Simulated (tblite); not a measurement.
C₃F₆P₂.
SMILES: `FC(F)(F)P(C#P)C(F)(F)F`

Calculated harmonic vibrations of the isolated species, GFN2-xTB (tblite), most abundant isotopes, no scaling. Errors from tens to a few hundred cm⁻¹ against measured bands are possible.

Problem. How many normal modes are there?

Solution. 11 atoms, non-linear: 3N − 6 = 27.

Problem. What is the point group of the computed structure, and how do the modes divide by symmetry?

Solution. Cs. The vibrations span 15 a′ + 12 a″.

Problem. How many distinct wavenumbers does the calculation give?

Solution. 27: Cs has no degenerate species.

Problem. How many fundamentals are allowed in the infrared by symmetry?

Solution. 27 of 27: in Cs every mode is allowed. All fundamentals are allowed in the Raman spectrum.

Problem. How large is the harmonic zero-point energy?

Solution. Half the sum of the wavenumbers, 7236 cm⁻¹, or 0.897 eV from 27 modes; those above 1550 cm⁻¹ give 0.099 eV of it.

Shape of the structure used: `[F:1][C:2]([F:3])([F:4])[P:5]([C:6]#[P:7])[C:8]([F:9])([F:10])[F:11]`: F1–C2–P5–C6 -41°, C2–P5–C8–F9 67°.
